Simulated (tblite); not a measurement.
Species: C₄H₈F₄Si.
Geometry (GFN2-xTB, Å), atoms numbered from 1 in this order:
```xyz
17
C4H8F4Si angstrom
C     -1.564    0.641    1.180
C     -0.519    0.448    0.081
C      0.747   -0.218    0.631
Si     2.189   -0.332   -0.592
F      3.524   -0.456    0.289
F      2.375    1.109   -1.265
C     -1.126   -0.383   -1.044
F     -0.325   -0.386   -2.141
F     -1.262   -1.684   -0.686
H     -1.148    1.236    1.989
H     -1.870   -0.323    1.582
H     -2.443    1.153    0.795
H     -0.263    1.418   -0.356
H      1.080    0.361    1.496
H      0.482   -1.208    1.006
H      2.232   -1.342   -1.614
H     -2.117   -0.023   -1.360
```

Level: GFN2-xTB in tblite, geometry and Hessian alike; calculated harmonic values, unscaled, isolated species. Against measured fundamentals such values can be off by several per cent, at times by over 20. Modes of hydrogen on silicon can be 10 to 20 % off. One conformer, not necessarily the lowest.

Harmonic wavenumbers (cm⁻¹): 36.2, 38.7, 97.6, 100.0, 168.1, 204.3, 215.0, 246.8, 264.2, 306.6, 326.0, 439.0, 510.3, 603.2, 625.0, 666.2, 745.1, 800.8, 840.1, 865.9, 875.9, 970.7, 992.8, 1045.0, 1066.9, 1107.6, 1153.1, 1170.4, 1257.0, 1269.5, 1282.4, 1317.8, 1334.6, 1416.4, 1463.2, 1494.1, 1496.2, 2484.5, 2891.9, 2952.9, 2961.8, 2994.2, 3033.1, 3038.4, 3051.5.

A = 2040, B = 833.9, C = 751.8 MHz; mass 160.033 u (most abundant isotopes); point group C1, symmetry number 1.

Task: What is the zero-point energy?

Result: Half the sum of the wavenumbers: 26110 cm⁻¹ = 74.65 kcal/mol.

Task: Give the ideal-gas entropy at 350 K and 1 bar in the rigid-rotor, harmonic-oscillator model (classical rotation).

Result: Translation 41.94, rotation 30.39, vibration 40.16: S = 112.5 cal/(mol K).

Task: And Cp and H(350 K) − H(0)?

Result: Cp = 44.64 cal/(mol K), of which vibrations give 36.69 (their classical limit is 45 R = 89.4); H(350 K) − H(0) = 9.73 kcal/mol without the zero-point energy, 6.94 from vibrations.

Task: Blend soft modes into free rotors: weight 1/[1 + (100 cm⁻¹/ν̃)⁴] for the oscillator and the rest for a rotor with moment μB/(μ + B), μ = h/(8π²ν), B = 10⁻⁴⁴ kg m². What vibrational entropy results?

Result: 35.99 cal/(mol K) in place of 40.16, which changes −T·S at 350 K by +1.46 kcal/mol.

Task: Which modes carry the vibrational entropy at 350 K?

Result: 36.2 cm⁻¹: 5.77; 38.7 cm⁻¹: 5.64; 97.6 cm⁻¹: 3.82; 100.0 cm⁻¹: 3.77; 168.1 cm⁻¹: 2.76; 204.3 cm⁻¹: 2.39 cal/(mol K); the other 39 give 16.01 together.

Task: What must be added to the electronic energy to get the Gibbs energy at 350 K and 1 bar?

Result: ZPE + [H(350 K) − H(0)] − T·S = 74.65 + 9.73 − 39.37 = 45.01 kcal/mol.

Hindered rotation and anharmonicity are outside this model. Other conformers, if any are populated, would add a mixing term that is left out. The structure is chiral; the term R ln 2 for an equal mix with its mirror image is left out.
